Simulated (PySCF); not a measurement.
**Electronic absorption of TcO3(NH2)**

TcO3(NH2) (singlet state).
SMILES: `[NH2][Tc](=[O])(=[O])=[O]`

Theory: PySCF, TDDFT wB97X-D/def2-SVPD, vertical, gas phase, core orbitals frozen in the response, def2 core potentials past Kr. Geometry: PBE0-D3(BJ)/def2-SVP; no solvent, vibrations or thermal averaging. Spin–orbit coupling is left out.

**Question.** What does the calculation give for the low-lying excited states?

**Answer.** 

```csv
state,E (eV),ν̃ (cm⁻¹),f,|μ| (D),"main configurations (H = HOMO, L = LUMO)"
S1,3.73,30080,0.0013,0.30,H→L (93%)
S2,4.00,32230,0.0019,0.36,"H-1→L (59%), H-2→L (27%)"
S3,4.31,34740,0.0004,0.17,"H-1→L+1 (56%), H-3→L (32%)"
S4,4.47,36030,0.019,1.07,"H-2→L (58%), H→L+1 (19%), H-1→L (10%)"
S5,4.59,37010,0.0018,0.32,"H-3→L (55%), H-1→L+1 (25%), H-2→L+1 (9%)"
S6,4.70,37940,0.039,1.47,"H→L+1 (54%), H-1→L (18%), H-4→L+1 (10%)"
S7,4.88,39350,0.0006,0.17,"H-4→L (48%), H-2→L+1 (45%)"
S8,5.12,41280,0.020,1.02,"H-3→L+1 (61%), H-4→L+1 (16%), H→L+1 (13%)"
S9,5.56,44870,0.0066,0.56,"H-4→L+1 (52%), H→L+2 (29%)"
S10,5.66,45660,0.025,1.09,"H-4→L (30%), H-2→L+1 (28%)"
```

Triplets (Tamm–Dancoff): T1 3.35 eV, H→L (80%), H-3→L (9%); T2 3.46 eV, H→L+1 (80%), H-1→L (12%); T3 3.58 eV, H-1→L (82%), H→L+1 (13%); T4 3.83 eV, H-2→L (88%).

The lowest singlet comes at 332 nm (360 kJ/mol) in the ultraviolet; it is very weak; its leading configuration is HOMO→LUMO (93%). The most intense listed level is S6 at 4.70 eV (264 nm, f = 0.039), 0.97 eV above S1. For S1 the Löwdin share of technetium is at most 6% in HOMO and 51% in LUMO (ligand-to-metal charge transfer by this measure); for S6 the Löwdin share of technetium is at most 6% in HOMO and 52% in LUMO+1. Of the 10 states listed, 4 reach f = 0.01 and 1 stays under 0.0005. The listed states span 1.93 eV, and the widest gap between neighbours is 0.45 eV (S8 to S9). Orbital energies (eV): HOMO-3 -11.96, HOMO-2 -11.90, HOMO-1 -11.51, HOMO -10.76, LUMO -1.88, LUMO+1 -1.49, LUMO+2 0.12. No computed singlet lies in the visible range (380 to 750 nm); the lowest, at 332 nm, stands 0.47 eV above its violet end (3.26 eV). The vertical ionisation energy (ΔSCF) is 11.03 eV, 5.37 eV above S10. The window holds the lowest 10 singlets.
